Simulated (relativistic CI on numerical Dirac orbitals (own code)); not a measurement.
## One change at a time: Pb⁷⁰⁺

Base calculation: Dirac-Coulomb-Breit CI, orbitals from a KLI potential per configuration, QED by a radiative potential, unscaled Slater integrals.

Configuration list (outside the closed core [Ne]): 3s², 3s3p, 3p², 3s3d, 3d², 3p3d, 3p4s, 3d4s, 3s4s, 3s4p, 3s4d, 3s4f, 3s5s, 3s5p, 3s5d, 4s². Levels of other configurations are missing.

The lowest level and the first level of each name with at least 55 % of one term (blank where a level has no safe partner in the second run):

```csv
Level,Base (eV),Shift (eV)
3s² ¹S0,0.00,0.00
3s3p ³P°0,165.27,+0.22
3s3p ³P°1,183.89,+0.22
3p² ³P0,393.89,+0.48
3s3p ³P°2,769.35,+0.22
3s3p ¹P°1,812.21,+0.22
3p² ³P1,981.26,+0.45
3s3d ³D1,1012.96,+0.03
3s3d ³D2,1030.78,+0.11
3s3d ³D3,1146.65,+0.02
3s3d ¹D2,1166.30,+0.03
3p3d ³F°2,1190.53,+0.33
3p² ³P2,1593.13,+0.42
3p² ¹S0,1615.58,+0.43
3p3d ³P°0,1822.06,+0.29
3p3d ³P°1,1822.54,+0.28
3p3d ³F°4,1930.79,+0.25
3p3d ³D°3,1965.06,+0.23
3p3d ¹P°1,1980.03,+0.24
3d² ³F2,2041.98,+0.23
3d² ³P0,2073.24,+0.28
3d² ³F3,2170.66,+0.17
```

At this charge energies of transitions that change n are usually good to better than 1 %, and those within a shell (Δn = 0) to a few per cent.

(1) One thing was changed in a second run, which moved the levels as shown. Which?
A. Breit term removed
B. one mean potential for all configurations
C. configuration mixing switched off
D. valence Slater integrals scaled by 0.9
E. QED terms removed

Results:

(1) B. One mean potential for all configurations. One potential for all configurations removes the relaxation of the orbitals, which moves whole configurations and changes the integrals a little.

LS names give the leading component of a level, which can be under half, so a name can repeat, a term be missing and a line seem to break the LS rules.
